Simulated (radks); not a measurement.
Exchange energies: the exact (Fock) value of the Kohn-Sham orbitals and density-functional approximations, as 100 (|E| - |E exact|)/|E exact|, negative where the magnitude is too small. Species: Be [He] 2s2; Zn2+ [Ar] 3d10; P3+ [Ne] 3s2. Method: non-relativistic Kohn-Sham, LDA (Slater exchange, Perdew-Wang correlation), spin-polarised, spherical densities, point nucleus; computed with a radial shooting solver on a logarithmic mesh with Libxc functionals. Every spin shell is full or empty, so the densities are truly spherical. Functionals are evaluated on that one density, not self-consistently.

functional             Be      Zn2+       P3+
exact (hartree)  -2.63650  -69.0900  -21.5798
LDA                -13.13     -5.75     -8.23
B88                 -0.15     +0.33     +0.07
revPBE              +0.32     +0.06     -0.01
RPBE                +0.69     +0.14     +0.15
SOGGA               -5.51     -2.47     -3.58
G96                 -0.18     +0.56     +0.14
EV93                +4.87     +0.47     +1.53
TPSS                +0.50     +0.24     +0.30
MS2                 +0.61     -0.15     +0.19
Tao-Mo              +0.65     -0.36     -0.03
MVS                 -0.33     +0.18     -0.28
